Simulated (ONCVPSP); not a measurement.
PBE ONCV dataset for nickel, scalar-relativistic all-electron reference.

```json
{
 "Element": "nickel",
 "Generator": "ONCVPSP 4.0.1",
 "Type": "optimised norm-conserving Vanderbilt (ONCV)",
 "Functional": "PBE",
 "Relativity": "scalar-relativistic",
 "Frozen core": "[Ar]",
 "Valence charge": "10",
 "Reference configuration": "3d9 4s1",
 "Partial waves": "4s: rc 2.30 bohr, ncon 3, nbas 6, qcut 3.3 1/bohr, 2 projectors, debl 0.3 Ha; p scattering state at 0.3 Ha: rc 2.05 bohr, ncon 4, nbas 6, qcut 4.5 1/bohr, 1 projector; 3d: rc 1.65 bohr, ncon 4, nbas 8, qcut 11.5 1/bohr, 2 projectors, debl 2.1 Ha",
 "Local potential": "polynomial inside 1.55 bohr (lpopt 5, dvloc0 0 Ha)",
 "Core correction": "none"
}
```

Poles of the logarithmic derivatives, all-electron (AE) and pseudo (PS). s: poles at 1.1 (AE) and 1.1, 2.1 (PS) Ha. p: poles at 2.5 (AE) and 1.7, 4.3 (PS) Ha. d: poles at 0.2 (AE) and 0.2 (PS) Ha. Test radii: s 2.33, p 2.08, d 1.68 bohr.

* Cutoffs needed: 46 Ha and 53 Ha (the cutoffs (Ha) at which the residual kinetic energy of the hardest occupied pseudo-wave falls to 1 and 0.1 mHa per electron)
* Ghost test: no bound ghost flagged; GHOST(+) flagged for s at 57.4 eV
* Largest excitation error: +58 meV (all-electron minus pseudo) for 3d8 4s0, out of 4 test configurations
